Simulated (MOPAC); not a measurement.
Input file for MOPAC: AM1 on BFH2OSe (SMILES OB(F)[SeH]), a point of a torsion scan.

```
AM1 1SCF PRECISE CHARGE=0 THREADS=1
BFH2OSe

O     -0.96453541 1    -0.79517816 1     0.24864430 1
B     -0.18354272 1     0.25673421 1     0.05286652 1
F     -0.63515547 1     1.35872760 1    -0.54678148 1
Se     1.64180887 1     0.18092187 1     0.65137918 1
H     -1.87489385 1    -0.76214935 1    -0.04731259 1
H      2.00979287 1     1.50237988 1     0.21481135 1
```

Program output:

```
*******************************************************************************
 **                                                                           **
 **                              MOPAC v23.2.5                                **
 **                                                                           **
 *******************************************************************************
 ** MOPAC's Digital Object Identifier: https://doi.org/10.5281/zenodo.6511958 **
 **                                                                           **
 ** Please cite the open-source release paper for use of this MOPAC version:  **
 ** J. E. Moussa and J. J. P. Stewart (2026)                                  **
 ** MOPAC: An open-source semiempirical molecular orbital program             **
 ** J. Open Source Softw., 11(119), 8025, https://doi.org/10.21105/joss.08025 **
 *******************************************************************************

                              AM1 CALCULATION RESULTS

 *******************************************************************************
 *  AM1        - The AM1 Hamiltonian to be used
 *
 *
 *
 *                 CHARGE ON SYSTEM = 0
 *
 *
 *
 *  PRECISE    - TIGHTER CRITERIA TO BE USED
 *  1SCF       - DO 1 SCF AND THEN STOP
 *  THREADS=1  - MULTI-THREADING NOT USED
 *  T=         - A TIME OF 172800.0 SECONDS REQUESTED
 *  DUMP=N     - RESTART FILE WRITTEN EVERY 7200.0 SECONDS REQUESTED
 *******************************************************************************
AM1 1SCF PRECISE CHARGE=0 THREADS=1
 BFH2OSe

   ATOM   CHEMICAL          X               Y               Z
  NUMBER   SYMBOL      (ANGSTROMS)     (ANGSTROMS)     (ANGSTROMS)

     1       O         -0.96453541  *  -0.79517816  *   0.24864430  *
     2       B         -0.18354272  *   0.25673421  *   0.05286652  *
     3       F         -0.63515547  *   1.35872760  *  -0.54678148  *
     4      Se          1.64180887  *   0.18092187  *   0.65137918  *
     5       H         -1.87489385  *  -0.76214935  *  -0.04731259  *
     6       H          2.00979287  *   1.50237988  *   0.21481135  *



          CARTESIAN COORDINATES

    NO.       ATOM           X           Y           Z

     1         O         -0.9645     -0.7952      0.2486
     2         B         -0.1835      0.2567      0.0529
     3         F         -0.6352      1.3587     -0.5468
     4        Se          1.6418      0.1809      0.6514
     5         H         -1.8749     -0.7621     -0.0473
     6         H          2.0098      1.5024      0.2148

  H: (AM1): M.J.S. DEWAR ET AL, J. AM. CHEM. SOC. 107 3902-3909 (1985)
  B: (AM1): M.J.S. DEWAR ET AL, ORGANOMETALLICS, 7, 513-521 (1988)
  O: (AM1): M.J.S. DEWAR ET AL, J. AM. CHEM. SOC. 107 3902-3909 (1985)
  F: (AM1): M.J.S. DEWAR AND E. G. ZOEBISCH, THEOCHEM, 180, 1 (1988).
 Se: (AM1): J. J. P. STEWART, J. MOL. MOD., 10, 155-164 (2004)

           Empirical Formula: H2 O B F Se  =     6 atoms



      MOLECULAR POINT GROUP   :   Cs


      RHF CALCULATION, NO. OF DOUBLY OCCUPIED LEVELS = 12


 -------------------------------------------------------------------------------
 AM1 1SCF PRECISE CHARGE=0 THREADS=1
 BFH2OSe



     1SCF WAS SPECIFIED, SO BFGS WAS NOT USED
     SCF FIELD WAS ACHIEVED


                              AM1 CALCULATION
                                                       MOPAC v23.2.5 Linux




          FINAL HEAT OF FORMATION =       -159.28733 KCAL/MOL =    -666.45819 KJ/MOL


          COSMO AREA              =        103.21 SQUARE ANGSTROMS
          COSMO VOLUME            =         87.71 CUBIC ANGSTROMS

          IONIZATION POTENTIAL    =          8.029209 EV
          HOMO LUMO ENERGIES (EV) =         -8.029 -0.550
          NO. OF FILLED LEVELS    =         12
          MOLECULAR WEIGHT        =        126.7836         POINT GROUP:  Cs

          MOLECULAR DIMENSIONS (Angstroms)

            Atom       Atom       Distance
            H     6    H     5     4.50418
           Se     4    F     3     2.43512
            H     6    O     1     0.00045


          SCF CALCULATIONS        =          1





   ATOM   CHEMICAL          X               Y               Z
  NUMBER   SYMBOL      (ANGSTROMS)     (ANGSTROMS)     (ANGSTROMS)

     1       O         -0.96453541  *  -0.79517816  *   0.24864430  *
     2       B         -0.18354272  *   0.25673421  *   0.05286652  *
     3       F         -0.63515547  *   1.35872760  *  -0.54678148  *
     4      Se          1.64180887  *   0.18092187  *   0.65137918  *
     5       H         -1.87489385  *  -0.76214935  *  -0.04731259  *
     6       H          2.00979287  *   1.50237988  *   0.21481135  *

                             CARTESIAN COORDINATES

   1    O       -0.964535410    -0.795178160     0.248644300
   2    B       -0.183542720     0.256734210     0.052866520
   3    F       -0.635155470     1.358727600    -0.546781480
   4   Se        1.641808870     0.180921870     0.651379180
   5    H       -1.874893850    -0.762149350    -0.047312590
   6    H        2.009792870     1.502379880     0.214811350


           Empirical Formula: H2 O B F Se  =     6 atoms



      MOLECULAR POINT GROUP   :   Cs


                  EIGENVALUES
 -49.71938 -38.14459 -22.96352 -19.86275 -18.75582 -16.30983 -16.20633 -13.96121
 -13.52748 -12.61931 -10.89777  -8.02921  -0.54977   0.66217   2.18064   3.93346
   5.15111   7.52199


              NET ATOMIC CHARGES AND DIPOLE CONTRIBUTIONS

  ATOM NO.   TYPE          CHARGE      No. of ELECS.   s-Pop       p-Pop
    1          O          -0.305774        6.3058     1.82334     4.48243
    2          B           0.110242        2.8898     1.18228     1.70748
    3          F          -0.182157        7.1822     1.88786     5.29429
    4         Se           0.175392        5.8246     1.95591     3.86870
    5          H           0.238597        0.7614     0.76140
    6          H          -0.036300        1.0363     1.03630
 DIPOLE           X         Y         Z       TOTAL
 POINT-CHG.     0.759    -0.868     0.598     1.299
 HYBRID        -1.310     1.075    -0.855     1.898
 SUM           -0.551     0.207    -0.256     0.642


          ATOMIC ORBITAL ELECTRON POPULATIONS

     Atom    s        px        py        pz
    1  O   1.82334   1.26229   1.49015   1.72999
    2  B   1.18228   0.70294   0.55998   0.44455
    3  F   1.88786   1.88867   1.61467   1.79095
    4 Se   1.95591   1.02791   1.11244   1.72835
    5  H   0.76140
    6  H   1.03630

 **********************
 *                    *
 * JOB ENDED NORMALLY *
 *                    *
 **********************




 == MOPAC DONE ==
```

The run finished.

Cost: very roughly 0.010 core-seconds.
